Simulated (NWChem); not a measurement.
C₅H₅N; SMILES N(/C=C)=C\C#C

```xyz
11

C      0.3309     3.0851     0.0000
C     -0.0276     1.9288     0.0000
C     -0.5225     0.5929     0.0000
N      0.2617    -0.4283     0.0000
C     -0.3354    -1.6878     0.0000
C      0.4061    -2.8039     0.0000
H      0.6740     4.0948     0.0000
H     -1.6183     0.4867     0.0000
H     -1.4306    -1.7425     0.0000
H     -0.0554    -3.7859     0.0000
H      1.4899    -2.7451     0.0000
```
Atoms are numbered in this order, from 1.

Computed with NWChem. Structure relaxed at the B3LYP/6-31G* (spherical d) level.

Among these, which level gives the highest value of “highest occupied level (eV)”?
A) B3LYP/STO-3G
B) B3LYP/aug-pcseg-1
C) B3LYP/def2-SVP
D) B3LYP/pcseg-2

A, B3LYP/STO-3G. Values: B3LYP/aug-pcseg-1 -6.89; B3LYP/pcseg-2 -6.88; B3LYP/def2-SVP -6.75; B3LYP/STO-3G -4.96
